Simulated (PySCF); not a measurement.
C₄H₁₃BO₃Si, SMILES B(CC[Si](O)(O)O)(C)C, GFN2-xTB optimised geometry.

```
22

Si     0.34    -2.84     0.00
O     -0.15    -3.67    -1.31
O     -0.14    -3.65     1.33
O      1.97    -2.84     0.00
C     -0.35    -1.07     0.00
C      0.09    -0.24     1.22
B     -0.49     1.22     1.37
C     -1.52     1.81     0.33
C     -0.03     2.10     2.60
H      0.32    -3.57    -2.13
H     -1.01    -4.04     1.33
H      2.43    -2.71     0.83
H     -0.04    -0.54    -0.90
H     -1.44    -1.09    -0.03
H     -0.16    -0.81     2.13
H      1.18    -0.19     1.23
H     -1.12     1.77    -0.68
H     -2.43     1.21     0.31
H     -1.81     2.84     0.53
H     -0.89     2.44     3.17
H      0.65     1.60     3.28
H      0.46     3.01     2.25
```

Density from PySCF with B3LYP/def2-SVP at that geometry.

Minimum of the electron density along straight lines between bonded atoms, close to the bond critical point (lines longer than 1.1 times the sum of covalent radii, or with two minima, are not listed):

```json
[
 {"bond": "Si1–O2", "length / Å": "1.631", "ρ at the minimum / e bohr⁻³": "0.129", "∇²ρ there / e bohr⁻⁵": "1.07", "position (fraction from the first atom)": "0.41"},
 {"bond": "Si1–O3", "length / Å": "1.631", "ρ at the minimum / e bohr⁻³": "0.129", "∇²ρ there / e bohr⁻⁵": "1.07", "position (fraction from the first atom)": "0.41"},
 {"bond": "Si1–O4", "length / Å": "1.630", "ρ at the minimum / e bohr⁻³": "0.130", "∇²ρ there / e bohr⁻⁵": "1.07", "position (fraction from the first atom)": "0.41"},
 {"bond": "Si1–C5", "length / Å": "1.902", "ρ at the minimum / e bohr⁻³": "0.116", "∇²ρ there / e bohr⁻⁵": "…", "position (fraction from the first atom)": "0.38"},
 {"bond": "C5–C6", "length / Å": "1.537", "ρ at the minimum / e bohr⁻³": "0.235", "∇²ρ there / e bohr⁻⁵": "…", "position (fraction from the first atom)": "0.50"},
 {"bond": "C6–B7", "length / Å": "1.581", "ρ at the minimum / e bohr⁻³": "0.182", "∇²ρ there / e bohr⁻⁵": "…", "position (fraction from the first atom)": "0.68"},
 {"bond": "B7–C8", "length / Å": "1.577", "ρ at the minimum / e bohr⁻³": "0.180", "∇²ρ there / e bohr⁻⁵": "-0.13", "position (fraction from the first atom)": "0.32"},
 {"bond": "B7–C9", "length / Å": "1.579", "ρ at the minimum / e bohr⁻³": "0.180", "∇²ρ there / e bohr⁻⁵": "-0.13", "position (fraction from the first atom)": "0.32"},
 {"bond": "O2–H10", "length / Å": "0.952", "ρ at the minimum / e bohr⁻³": "0.356", "∇²ρ there / e bohr⁻⁵": "-2.44", "position (fraction from the first atom)": "0.82"},
 {"bond": "O3–H11", "length / Å": "0.952", "ρ at the minimum / e bohr⁻³": "0.356", "∇²ρ there / e bohr⁻⁵": "-2.44", "position (fraction from the first atom)": "0.82"},
 {"bond": "O4–H12", "length / Å": "0.952", "ρ at the minimum / e bohr⁻³": "0.356", "∇²ρ there / e bohr⁻⁵": "-2.44", "position (fraction from the first atom)": "0.82"},
 {"bond": "C5–H13", "length / Å": "1.091", "ρ at the minimum / e bohr⁻³": "0.271", "∇²ρ there / e bohr⁻⁵": "-0.95", "position (fraction from the first atom)": "0.62"},
 {"bond": "C5–H14", "length / Å": "1.091", "ρ at the minimum / e bohr⁻³": "0.272", "∇²ρ there / e bohr⁻⁵": "-0.95", "position (fraction from the first atom)": "0.62"},
 {"bond": "C6–H15", "length / Å": "1.095", "ρ at the minimum / e bohr⁻³": "0.268", "∇²ρ there / e bohr⁻⁵": "-0.92", "position (fraction from the first atom)": "0.62"},
 {"bond": "C6–H16", "length / Å": "1.095", "ρ at the minimum / e bohr⁻³": "0.267", "∇²ρ there / e bohr⁻⁵": "-0.92", "position (fraction from the first atom)": "0.61"},
 {"bond": "C8–H17", "length / Å": "1.089", "ρ at the minimum / e bohr⁻³": "0.269", "∇²ρ there / e bohr⁻⁵": "-0.94", "position (fraction from the first atom)": "0.62"},
 {"bond": "C8–H18", "length / Å": "1.090", "ρ at the minimum / e bohr⁻³": "0.268", "∇²ρ there / e bohr⁻⁵": "-0.93", "position (fraction from the first atom)": "0.62"},
 {"bond": "C8–H19", "length / Å": "1.087", "ρ at the minimum / e bohr⁻³": "0.274", "∇²ρ there / e bohr⁻⁵": "-0.98", "position (fraction from the first atom)": "0.62"},
 {"bond": "C9–H20", "length / Å": "1.089", "ρ at the minimum / e bohr⁻³": "0.268", "∇²ρ there / e bohr⁻⁵": "-0.94", "position (fraction from the first atom)": "0.62"},
 {"bond": "C9–H21", "length / Å": "1.088", "ρ at the minimum / e bohr⁻³": "0.274", "∇²ρ there / e bohr⁻⁵": "-0.98", "position (fraction from the first atom)": "0.62"},
 {"bond": "C9–H22", "length / Å": "1.090", "ρ at the minimum / e bohr⁻³": "0.268", "∇²ρ there / e bohr⁻⁵": "-0.93", "position (fraction from the first atom)": "0.62"}
]
```

Question: Some entries are withheld; supply them.

Answer: 
- Si1–C5, ∇²ρ there / e bohr⁻⁵: 0.30
- C5–C6, ∇²ρ there / e bohr⁻⁵: -0.51
- C6–B7, ∇²ρ there / e bohr⁻⁵: -0.17
